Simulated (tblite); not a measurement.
Compound: C₅H₉FOSi₂.
SMILES with atom numbers: `[CH3:1][SiH2:2][Si@H:3]([F:4])[c:5]1[cH:6][cH:7][cH:8][o:9]1` (hydrogens: H10, H11, H12 on C1; H13, H14 on Si2; H15 on Si3; H16 on C6; H17 on C7; H18 on C8)

Structure optimised with GFN2-xTB, isolated species.

Q: Give the optimised bond lengths and angles.

A: 
```json
{"bond": "C1–Si2", "length (pm)": "190.1", "order": "single"}
{"bond": "Si2–Si3", "length (pm)": "231.0", "order": "single"}
{"bond": "Si3–F4", "length (pm)": "162.6", "order": "single"}
{"bond": "Si3–C5", "length (pm)": "187.1", "order": "single"}
{"bond": "C5–C6", "length (pm)": "136.9", "order": "aromatic"}
{"bond": "C6–C7", "length (pm)": "141.2", "order": "aromatic"}
{"bond": "C7–C8", "length (pm)": "136.2", "order": "aromatic"}
{"bond": "C8–O9", "length (pm)": "133.9", "order": "aromatic"}
{"bond": "C5–O9", "length (pm)": "135.9", "order": "aromatic"}
{"bond": "C1–H10, C1–H11, C1–H12", "length (pm)": "108.6", "order": "single"}
{"bond": "Si2–H13", "length (pm)": "147.0", "order": "single"}
{"bond": "Si2–H14", "length (pm)": "147.3", "order": "single"}
{"bond": "Si3–H15", "length (pm)": "146.7", "order": "single"}
{"bond": "C6–H16", "length (pm)": "107.1", "order": "single"}
{"bond": "C7–H17", "length (pm)": "107.1", "order": "single"}
{"bond": "C8–H18", "length (pm)": "107.3", "order": "single"}
```

Bonds in one row agree within 1 pm and their mean is given. Orders are formal, as drawn. A selection of angles:
```json
{"angle": "C1–Si2–Si3", "degrees": "110.1"}
{"angle": "Si2–Si3–F4", "degrees": "111.0"}
{"angle": "Si2–Si3–C5", "degrees": "110.8"}
{"angle": "F4–Si3–C5", "degrees": "103.9"}
{"angle": "Si3–C5–C6", "degrees": "134.0"}
{"angle": "Si3–C5–O9", "degrees": "117.0"}
{"angle": "C6–C5–O9", "degrees": "109.0"}
{"angle": "C5–C6–C7", "degrees": "106.9"}
{"angle": "C6–C7–C8", "degrees": "105.7"}
{"angle": "C7–C8–O9", "degrees": "110.7"}
{"angle": "C5–O9–C8", "degrees": "107.7"}
```

Torsions: C1–Si2–Si3–F4 -76° (synclinal); Si2–Si3–C5–C6 155° (antiperiplanar).

The 3 C–C bonds span 1.362 Å (C7–C8, aromatic) to 1.412 Å (C6–C7, aromatic), a spread of 0.050 Å. The C–Si distances run from 1.871 Å (Si3–C5, drawn single) to 1.901 Å (C1–Si2, drawn single), a spread of 0.030 Å. O9 (furan-type oxygen) is bent (angle 107.7°). Si2 (SiH2 silicon) is distorted tetrahedral (angles from 106.7° to 113.4°). Si3 (fluorine-bound silicon) is distorted tetrahedral (angles from 100.5° to 119.9°). The 5-membered ring C5–C6–C7–C8–O9 has internal angles of 105.7° to 110.7° (sum 540°, against 540° for a flat polygon); it is planar, 0.00 Å rms from its mean plane, widest ring torsion 0°.

Point group: C1 (no symmetry element, even within 0.4 Å). Its lowest GFN2-xTB frequency is 3i cm⁻¹, too small to tell a flat minimum from a shallow saddle. One conformer, not necessarily the lowest. 3 starts were optimised and ended at 0.00, 0.04 and 0.14 kcal/mol (GFN2-xTB); the lowest of these is shown.

The run took 1.1 s on one thread, Arm Neoverse N1 (aarch64), shared host. That covers the optimisation of the geometry.

The numbers are calculated, not measured.
